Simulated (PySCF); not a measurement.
Frontier levels across methods

Compound: FH8PSi3.
Z-matrix (Å and degrees, PBE0-D3(BJ)/def2-SVP geometry), rows numbered from 1:
```
F 
Si  1  1.6411
Si  2  2.3443  1  108.80
Si  2  2.3480  1  109.34  3  -122.03
P   2  2.2691  1  107.98  3   121.35
H   3  1.4950  2  110.20  1    61.95
H   3  1.4966  2  107.11  1  -179.70
H   3  1.4950  2  112.18  1   -60.20
H   4  1.4940  2  111.03  1   -61.44
H   4  1.4967  2  107.55  1   179.24
H   4  1.4945  2  110.63  1    60.37
H   5  1.4322  2   90.50  1  -177.05
H   5  1.4307  2   94.91  1   -83.53
```

Basis pcSseg-1 throughout (PySCF), one geometry. One conformer (not necessarily the lowest) at the PBE0-D3(BJ)/def2-SVP geometry, without solvent, vibrations or thermal averaging.

How do the orbital energies, the gap and the dipole change with the method?

```json
{"method": "BLYP", "kind": "GGA", "HOMO (eV)": "-6.30", "LUMO (eV)": "-1.55", "gap (eV)": "4.75", "μ (D)": "1.53", "SCF cycles": "13"}
{"method": "B97-D", "kind": "GGA", "HOMO (eV)": "-6.44", "LUMO (eV)": "-1.59", "gap (eV)": "4.86", "μ (D)": "1.60", "SCF cycles": "14"}
{"method": "PBE", "kind": "GGA", "HOMO (eV)": "-6.47", "LUMO (eV)": "-1.76", "gap (eV)": "4.71", "μ (D)": "1.64", "SCF cycles": "14"}
{"method": "OPBE", "kind": "GGA", "HOMO (eV)": "-6.48", "LUMO (eV)": "-1.67", "gap (eV)": "4.81", "μ (D)": "1.73", "SCF cycles": "15"}
{"method": "KT2", "kind": "GGA", "HOMO (eV)": "-6.54", "LUMO (eV)": "-1.86", "gap (eV)": "4.67", "μ (D)": "1.67", "SCF cycles": "15"}
{"method": "KT3", "kind": "GGA", "HOMO (eV)": "-6.54", "LUMO (eV)": "-1.76", "gap (eV)": "4.78", "μ (D)": "1.62", "SCF cycles": "14"}
{"method": "LDA", "kind": "LDA", "HOMO (eV)": "-6.56", "LUMO (eV)": "-1.94", "gap (eV)": "4.62", "μ (D)": "1.79", "SCF cycles": "14"}
{"method": "BP86", "kind": "GGA", "HOMO (eV)": "-6.58", "LUMO (eV)": "-1.83", "gap (eV)": "4.76", "μ (D)": "1.64", "SCF cycles": "13"}
{"method": "B3LYP", "kind": "global hybrid", "HOMO (eV)": "-7.34", "LUMO (eV)": "-1.08", "gap (eV)": "6.26", "μ (D)": "1.67", "SCF cycles": "12"}
{"method": "B97-2", "kind": "global hybrid", "HOMO (eV)": "-7.34", "LUMO (eV)": "-0.95", "gap (eV)": "6.40", "μ (D)": "1.76", "SCF cycles": "12"}
{"method": "PBE0", "kind": "global hybrid", "HOMO (eV)": "-7.56", "LUMO (eV)": "-0.96", "gap (eV)": "6.60", "μ (D)": "1.80", "SCF cycles": "12"}
{"method": "mPW1PW91", "kind": "global hybrid", "HOMO (eV)": "-7.59", "LUMO (eV)": "-0.95", "gap (eV)": "6.64", "μ (D)": "1.80", "SCF cycles": "12"}
{"method": "BHandHLYP", "kind": "global hybrid", "HOMO (eV)": "-8.51", "LUMO (eV)": "0.02", "gap (eV)": "8.52", "μ (D)": "1.79", "SCF cycles": "11"}
{"method": "CAM-B3LYP", "kind": "range-separated hybrid", "HOMO (eV)": "-8.76", "LUMO (eV)": "0.16", "gap (eV)": "8.92", "μ (D)": "1.74", "SCF cycles": "11"}
{"method": "wB97X-D", "kind": "range-separated hybrid", "HOMO (eV)": "-9.33", "LUMO (eV)": "0.77", "gap (eV)": "10.11", "μ (D)": "1.84", "SCF cycles": "12"}
{"method": "HF", "kind": "Hartree–Fock", "HOMO (eV)": "-10.02", "LUMO (eV)": "2.32", "gap (eV)": "12.33", "μ (D)": "1.86", "SCF cycles": "10"}
{"method": "LC-wPBE", "kind": "range-separated hybrid", "HOMO (eV)": "-10.06", "LUMO (eV)": "1.18", "gap (eV)": "11.24", "μ (D)": "1.86", "SCF cycles": "14"}
```

The HOMO spans 3.76 eV, from BLYP down to LC-wPBE, and the gap runs from 4.62 eV (LDA) to 12.33 eV (HF). Over the methods BLYP (0 %), B97-D (0 %), PBE (0 %), OPBE (0 %), KT2 (0 %), KT3 (0 %), LDA (0 %), BP86 (0 %), B3LYP (20 %), B97-2 (21 %), PBE0 (25 %), mPW1PW91 (25 %), BHandHLYP (50 %), HF (100 %), a straight line through the gap against the share of exact exchange rises by 0.76 eV for each 10 % (correlation coefficient 1.000). The dipole ranges from 1.53 D (BLYP) to 1.86 D (HF). This basis has no diffuse functions.
